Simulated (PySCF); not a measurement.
Harmonic spectrum computed at PBE0 in the def2-TZVPD basis family (core potentials from Rb on, PySCF, no spin–orbit coupling):

| ω (cm⁻¹) | IR (km/mol, summed over degenerate members) | degeneracy |
| --- | --- | --- |
| 167 | 144 | 2 |
| 775 | 0.0 | 1 |
| 877 | 316 | 1 |

Which molecule gave it? In each, all ligands are bound to the one heavy central atom.
A. LaO₂⁻ (singlet)
B. AlO₂⁻ (singlet)
C. NO₂⁻ (singlet)
D. NiO₂⁻ (quartet)

D. It has D∞h symmetry with Ni–O 1.653 Å (×2).
